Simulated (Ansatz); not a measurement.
A run of Ansatz (development build ahead of 0.2.0) on singlet C6H5NO at this shape:

```xyz
13

C     1.4000    0.0000    0.0000
C     0.7000    1.2124    0.0000
C    -0.7000    1.2124    0.0000
C    -1.4000    0.0000    0.0000
C    -0.7000   -1.2124    0.0000
C     0.7000   -1.2124    0.0000
N     2.8400    0.0000    0.0000
O     3.3700    1.1000    0.0000
H     1.2425    2.1521    0.0000
H    -1.2425    2.1521    0.0000
H    -2.4850    0.0000    0.0000
H    -1.2425   -2.1521    0.0000
H     1.2425   -2.1521    0.0000
```

Its results:

| Quantity | Value |
| --- | --- |
| Converged | yes |
| Total energy | -361.25339 hartree |
| Spin squared of the determinant | 0.105 |
| Stability test | minimum |

Task: Which input gives this output? Name the method, the orbitals and the basis set, and write the input.

Result: PBE0 (unrestricted) in def2-TZVP.

```yaml
crystal:
  periodic: [false, false, false]
  atoms:
    - { symbol: C, position_ang: [1.4, 0.0, 0.0] }
    - { symbol: C, position_ang: [0.7, 1.21244, 0.0] }
    - { symbol: C, position_ang: [-0.7, 1.21244, 0.0] }
    - { symbol: C, position_ang: [-1.4, 0.0, 0.0] }
    - { symbol: C, position_ang: [-0.7, -1.21244, 0.0] }
    - { symbol: C, position_ang: [0.7, -1.21244, 0.0] }
    - { symbol: "N", position_ang: [2.84, 0.0, 0.0] }
    - { symbol: O, position_ang: [3.37, 1.1, 0.0] }
    - { symbol: H, position_ang: [1.2425, 2.15207, 0.0] }
    - { symbol: H, position_ang: [-1.2425, 2.15207, 0.0] }
    - { symbol: H, position_ang: [-2.485, 0.0, 0.0] }
    - { symbol: H, position_ang: [-1.2425, -2.15207, 0.0] }
    - { symbol: H, position_ang: [1.2425, -2.15207, 0.0] }
basis:
  gaussian: { orbitals: def2-TZVP }
magnetization:
  spin_polarized: true
hamiltonian:
  xc: pbe0
```

Caution: the unrestricted determinant is spin contaminated.
